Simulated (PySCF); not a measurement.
[Ce(CH3)2]2+ at several levels of theory

Computed with PySCF 2.14.0 (density fitting, no spin-orbit coupling) at the geometry relaxed with PBE0:

```xyz
9
[Ce(CH3)2]2+ (singlet)
Ce    0.0000    0.0000   -0.1224
C     1.7251    0.1416    1.2213
H     2.4892   -0.6305    0.9637
H     2.1964    1.1457    1.0753
H     1.4571    0.0345    2.2952
C    -1.7251   -0.1416    1.2213
H    -2.4892    0.6305    0.9637
H    -2.1964   -1.1457    1.0753
H    -1.4571   -0.0345    2.2952
```

```json
{"level": "PBE0", "basis": "Ce lcecp-2-SVP with ECP46, C def2-SVP, H def2-SVP", "state": "singlet", "HOMO (eV)": "–", "gap (eV)": "–", "charge on Ce1 (e)": "1.77", "population of f-type functions on Ce1 (polarisation alone where 4f lies in the core)": "0.07", "dipole about the centre of mass (D)": "0.75", "largest force component (eV/Å)": "0.02"}
{"level": "BP86", "basis": "the same", "state": "singlet", "HOMO (eV)": "–", "gap (eV)": "–", "charge on Ce1 (e)": "1.67", "population of f-type functions on Ce1 (polarisation alone where 4f lies in the core)": "0.06", "dipole about the centre of mass (D)": "0.33", "largest force component (eV/Å)": "0.47"}
{"level": "PBE0", "basis": "Ce lcecp-2-TZVP with ECP46, C def2-TZVP, H def2-TZVP", "state": "singlet", "HOMO (eV)": "–", "gap (eV)": "–", "charge on Ce1 (e)": "1.95", "population of f-type functions on Ce1 (polarisation alone where 4f lies in the core)": "0.07", "dipole about the centre of mass (D)": "0.70", "largest force component (eV/Å)": "0.40"}
```

In the lcecp rows the 4f levels are missing from HOMO and gap, and the state counts the valence alone.

Charges are Mulliken's, which hang on the basis. The relaxation used the grid (50, 194), these runs (75, 302) or, all-electron (x2c bases, spin-free X2C Hamiltonian), (99, 590).

Q: What does B3LYP with Ce lcecp-2-SVP with ECP46, C def2-SVP, H def2-SVP give here?

A: state singlet, charge on Ce1 (e) 1.72, population of f-type functions on Ce1 (polarisation alone where 4f lies in the core) 0.07, dipole about the centre of mass (D) 0.68, largest force component (eV/Å) 0.48. Time: 5.2 s on 2 threads of Intel(R) Xeon(R) Platinum 8488C (Sapphire Rapids), with other jobs on the host, from an already converged density.
